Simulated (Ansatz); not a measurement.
One geometry of B₃PH₁₀ (relaxed from a model of B3H7(PH3), whose bonding it doesn't keep), several levels of theory.

```yaml
crystal:
  periodic: [false, false, false]
  atoms:
    - {symbol: B, position_ang: [1.406686, 0.521708, -0.232723]}
    - {symbol: B, position_ang: [-0.124735, 0.997746, -0.956479]}
    - {symbol: H, position_ang: [1.060517, 0.886668, -1.491043]}
    - {symbol: B, position_ang: [-0.132787, 0.350612, 0.774450]}
    - {symbol: P, position_ang: [-0.987729, -1.382107, 0.546832]}
    - {symbol: H, position_ang: [0.757900, 0.168473, 1.585000]}
    - {symbol: H, position_ang: [2.141593, 1.389231, 0.168504]}
    - {symbol: H, position_ang: [1.873922, -0.585416, -0.387434]}
    - {symbol: H, position_ang: [-0.423116, 2.164620, -1.004824]}
    - {symbol: H, position_ang: [-0.797018, 0.233536, -1.626478]}
    - {symbol: H, position_ang: [-0.954950, 1.097004, 1.253851]}
    - {symbol: H, position_ang: [-2.291161, -1.358612, 0.004101]}
    - {symbol: H, position_ang: [-0.334686, -2.284975, -0.321764]}
    - {symbol: H, position_ang: [-1.194434, -2.198478, 1.688005]}
basis:
  gaussian: {orbitals: def2-TZVP, initial_orbitals: start.molden}
hamiltonian: {xc: {name: B3LYP}, dispersion: d4}
scf: {omitted_lower_state_checks: [starts]}
output: {orbitals: {seedname: orbitals}}
```

The file start.molden holds the orbitals of an earlier run on this structure, at another level or in another basis.

```sh
$ ansatz run in.yaml --threads 4 --pin off --events-out ev --progress --plain --max-ram 3916MiB
```

It prints (some lines left out):

```
Functional definition: B3LYP
1229 factors; their error is unknown
mean field evaluation 1: about -11481.8644 eV, gradient 6.6e0 eV
mean field evaluation 2: about -11481.9456 eV, gradient 6.7e-2 eV
mean field evaluation 4: about -11481.9444 eV, gradient 6.5e-5 eV
mean field -11481.94440411 eV, -421.9536741095 hartree, gradient 1.8e-5 eV, S^2 0.000000; 0 other end points of the search recorded, 0 dependent functions left out
reference -11481.94471553 eV, -421.9536855540 hartree; 20, 20 occupied and 170, 170 virtual orbitals, 1229 factors
Total energy: -11482.41941679 eV, -421.9711305036 hartree
Checks for a lower state left out: starts
```

Hardware: 4 threads of Arm Neoverse V2 on a shared host. Wall time 1.6 s.

The first input with `hamiltonian: {xc: r2scan, dispersion: d4}` (abridged; 2.4 s):

```
Functional definition: r2SCAN
mean field -11478.55479060 eV, -421.8291081107 hartree, gradient 1.5e-5 eV, S^2 0.000000
Total energy: -11478.62723023 eV, -421.8317702181 hartree
Checks for a lower state left out: starts
```

The first input with `hamiltonian: {xc: pbe, dispersion: d4}` (abridged; 1.2 s):

```
Functional definition: PBE
mean field -11472.41764662 eV, -421.6035722293 hartree, gradient 1.9e-5 eV, S^2 0.000000
Total energy: -11472.71226674 eV, -421.6143993189 hartree
Checks for a lower state left out: starts
```

As the first input, with `hamiltonian: {xc: pbe}`, `correlation: {method: rpa}` and without the key `output` (abridged; 2.8 s):

```
Functional definition: PBE
mean field -11472.41760611 eV, -421.6035707407 hartree, gradient 9.1e-6 eV, S^2 0.000000
8 core orbitals not correlated: weight in the atoms' cores, before any rotation towards them, 1.000 or more for the frozen orbitals, at most 0.000 for the correlated occupied ones
Total energy: -11470.56485246 eV, -421.5354832996 hartree
Checks for a lower state left out: starts
```

First input, but with `gaussian: {orbitals: def2-SVP, initial_orbitals: start.molden}`, `hamiltonian: {xc: pbe, dispersion: d4}` (abridged; 0.8 s):

```
Functional definition: PBE
mean field -11466.73643253 eV, -421.3947914623 hartree, gradient 1.3e-5 eV, S^2 0.000000
Total energy: -11467.03103912 eV, -421.4056180548 hartree
Checks for a lower state left out: starts
```

First input, but with `correlation: {method: mp2}` and without the key `hamiltonian` (abridged; 1.2 s):

```
Functional definition: HF
mean field -11444.48877005 eV, -420.5772049462 hartree, gradient 1.6e-6 eV, S^2 0.000000
8 core orbitals not correlated: weight in the atoms' cores, before any rotation towards them, 1.000 or more for the frozen orbitals, at most 0.000 for the correlated occupied ones
second order -14.56422788 eV of doubles, -0.00000000 eV of singles
Total energy: -11459.05299793 eV, -421.1124304488 hartree
Checks for a lower state left out: starts
```

As the first input, with `hamiltonian: {xc: {name: r2SCAN0}, dispersion: d4}` (abridged; 2.7 s):

```
Functional definition: r2SCAN0
mean field -11478.43139456 eV, -421.8245733897 hartree, gradient 2.5e-5 eV, S^2 0.000000
Total energy: -11478.51600998 eV, -421.8276829490 hartree
Checks for a lower state left out: starts
```

Geometry: B3LYP-D4/def2-SVP.

B3LYP takes the VWN-RPA correlation. Correlated methods freeze 8 core orbitals.
